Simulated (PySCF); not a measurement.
```xyz
3
charge 0 multiplicity 1, angstrom
Bi    0.0955    0.0000   -0.0921
O    -1.3411    0.0000    1.1524
H     1.4883    0.0000    1.0937
```

These are results of PBE0/[Bi def2-TZVP with ECP60, O def2-TZVP, H def2-TZVP], scalar-relativistic core potentials, density fitting, no spin–orbit coupling, PySCF, not measurements.

This geometry of HBiO is a stationary point at this level.

Question: What is the point group?

Answer: Cs.

Question: Is it a minimum?

Answer: Yes: all harmonic wavenumbers are real.

Question: What are the dipole moment and the gap between the highest occupied and lowest empty levels?

Answer: 4.29 D and 3.66 eV.

Question: Give the ideal-gas entropy at 298.15 K and 1 bar by parts.

Answer: translation 176.5, rotation 86.8, vibration 2.6, spin 0.0; total 265.8 J/(mol K).

Question: What is the atomisation energy, with and without zero-point energy?

Answer: 549 kJ/mol without, 530 kJ/mol with.

Only a few start shapes were tried, so a lower isomer may exist. No spin–orbit coupling is included, which matters more the heavier the element.
